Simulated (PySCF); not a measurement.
Work out the structure from these simulated measurements.

Elements present: C, H, N and O. Monoisotopic mass: 137.0589 u.

| Property | Result |
| --- | --- |
| 1H NMR | chemical shifts (computed TMS as zero) by class: 8.53 (1 H), 7.73 (1 H), 6.57 (1 H), 5.19 (1 H), 2.51 (3 H) ppm [GIAO KT2/pcSseg-1] |
| Triplet | lowest triplet excitation (Tamm–Dancoff): 3.45 eV [TDA wB97X-D/def2-SVPD] |
| UV, first state | lowest singlet excitation: 4.05 eV (306 nm, f = 0.000) [TDDFT wB97X-D/def2-SVPD] |
| Valence photoelectron | vertical ionisation energy: 9.51 eV [ΔSCF wB97X-D/def2-SVPD] |
| Rotational structure | rotational constants A, B, C: 2.100, 1.239, 0.783 GHz [PBE0-D3(BJ)/def2-SVP] |
| 13C NMR | chemical shifts (computed TMS as zero) by class: 177.0 (1 C), 131.2 (1 C), 128.5 (1 C), 123.4 (1 C), 104.5 (1 C), 29.4 (1 C) ppm [GIAO KT2/pcSseg-1] |
| NMR, other nuclei | isotropic shieldings of nuclei other than C and H, by class: -105 (1 N), -96 (1 N), -6 (1 N), -258 (1 O) ppm [GIAO KT2/pcSseg-1] |
| Polarisability | 97.1 au [wB97X-D/def2-SVPD] |
| UV, strongest line | among the 10 lowest singlet transitions: S4 at 5.47 eV (227 nm, f = 0.252) [TDDFT wB97X-D/def2-SVPD] |
| Dipole | 2.49 D [wB97X-D/def2-SVPD] |

The electronic properties come from PySCF, for the isolated species, density fitting. Levels stand in brackets. The structure is a single PBE0-D3(BJ)/def2-SVP conformer in the gas phase; no vibrational or solvent corrections. Each NMR value is the plain mean over a class of atoms that symmetry, rotation or inversion makes alike.

Task: Which formula fits the mass and the elements?

Result: C6H7N3O (calculated 137.0589). No other formula that holds each of these elements comes within 0.0003 u with a fitting electron parity and a possible valence count.

Task: Propose a structure and show how it fits.

Result: Numbering: `[CH2:1]=[CH:2][n:3]1[n:4][n:5][cH:6][c:7]1[C:8]([CH3:9])=[O:10]`. Its formula, C6H7N3O, gives 5 degrees of unsaturation: 1 ring and 4 π bonds in the structure found (Kekulé form). 6 carbons fall into 6 classes; from least to most shielded: ketone carbonyl carbon [C8] (177.0 ppm), aromatic CH next to a ring nitrogen [C6] (131.2 ppm), vinylic carbon bearing nitrogen [C2] (128.5 ppm), substituted aromatic carbon [C7] (123.4 ppm), terminal =CH2 carbon [C1] (104.5 ppm), methyl carbon next to a carbonyl [C9] (29.4 ppm). Hydrogen classes from least to most shielded: 1 H on a vinylic carbon bearing nitrogen, C2 (8.53 ppm), 1 H on an aromatic CH next to a ring nitrogen, C6 (7.73 ppm), 1 H on a terminal =CH2 carbon, C1 (6.57 ppm), 1 H on a terminal =CH2 carbon, C1 (5.19 ppm), 3 H on a methyl carbon next to a carbonyl, C9 (2.51 ppm, a mean of values up to 0.7 ppm apart in this geometry). The other shieldings belong to: -105 ppm, pyridine-type nitrogen [N4]; -96 ppm, pyridine-type nitrogen [N5]; -6 ppm, pyrrole-type nitrogen [N3]; -258 ppm, ketone oxygen [O10]. The first electron is taken from the HOMO, whose largest Löwdin shares are 0.29 on the terminal =CH2 carbon, 0.22 on the vinylic carbon bearing nitrogen, 0.14 on the pyrrole-type nitrogen and 0.11 on the aromatic CH next to a ring nitrogen. The optimised geometry has point group Cs and is an asymmetric top. Structure: `C=CN1N=NC=C1C(C)=O`. Computed isomers that give other values at the same levels: `C#CCn1ncc(OC)n1` (rotational constant A: 2.663 GHz; this holds for the one conformer computed); `Cc1nnc(C=O)c(C)n1` (rotational constant A: 3.001 GHz; this holds for the one conformer computed); `CO/C=C/c1ncncn1` (rotational constant A: 4.799 GHz; this holds for the one conformer computed). The assignments are read from this structure; whether some other isomer fits the data as well wasn't checked.

Conformer computed: `[CH2:1]=[CH:2][n:3]1[n:4][n:5][cH:6][c:7]1[C:8]([CH3:9])=[O:10]`: C1–C2–N3–N4 -1°, C6–C7–C8–C9 0°.
